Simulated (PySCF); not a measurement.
In(Br)2(Me) (CH3Br2In), SMILES [CH3][In]([Br])[Br].

Geometry optimised at B3LYP-D3(BJ)/def2-SVP. The structure was generated by enumeration; whether it is a known compound was not checked. The def2 effective core potentials stand for the cores of In; spin–orbit coupling is left out.

Method: IEF-PCM-B3LYP/def2-SVP run with PySCF.

The values are the electrostatic part of the solvation free energy, E(continuum) − E(gas) at the gas-phase geometry, in a cavity of scaled van der Waals radii (PySCF's table); cavitation and dispersion terms are not included. A continuum can't describe solvent molecules that bind to the metal. In vacuum the orbital gap is 5.56 eV. The dipole moment in vacuum is 3.40 D.

Task: Estimate the values in water (ε = 78.36), acetonitrile (ε = 35.69), benzene (ε = 2.27). (An estimate is asked for; the answer gives what the named calculation found.)

Result: 
```json
[
 {"solvent": "water", "ε": "78.36", "ΔG(elec) (kcal/mol)": "-7.3", "dipole (D)": "4.72", "gap (eV)": "5.81"},
 {"solvent": "acetonitrile", "ε": "35.69", "ΔG(elec) (kcal/mol)": "-7.1", "dipole (D)": "4.68", "gap (eV)": "5.81"},
 {"solvent": "benzene", "ε": "2.27", "ΔG(elec) (kcal/mol)": "-3.2", "dipole (D)": "3.98", "gap (eV)": "5.70"}
]
```
